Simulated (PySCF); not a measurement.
In(F)(Br)(NH2) (BrFH2InN), SMILES [NH2][In]([F])[Br].

Geometry: PBE0-D3(BJ)/def2-SVP. The structure was generated by enumeration; whether it is a known compound was not checked. The def2 effective core potentials stand for the cores of In; spin–orbit coupling is left out. One conformer was computed; it need not be the lowest.

Two levels are set side by side: PBE/def2-TZVP (PySCF) and HF/def2-TZVP (PySCF). Same geometry, gas phase. Differences are taken from unrounded values.

| quantity | HF |
|---|---|
| orbital gap (eV) | 12.27 |
| highest occupied level (eV) | -11.39 |
| lowest empty level (eV) | 0.89 |
| dipole moment (D) | 3.30 |
| mean polarisability (bohr³) | 53.7 |

**Question.** What does PBE give, and how far is it from HF? (Estimate from the structure and the level; the computed values follow.)

**Answer.** 
```csv
quantity,PBE,PBE minus HF
orbital gap (eV),3.58,-8.70
highest occupied level (eV),-6.76,4.63
lowest empty level (eV),-3.18,-4.07
dipole moment (D),3.19,-0.12
mean polarisability (bohr³),64.3,10.6
```

Without exact exchange PBE keeps part of each electron's self-repulsion, which lifts occupied levels and narrows the gap. Loosely held outer electrons make PBE densities more polarisable. Differences between two approximate levels are no errors against the true value.

Rough cost on one machine, each run with all the roots and properties that it gave: HF against PBE about 1/2.
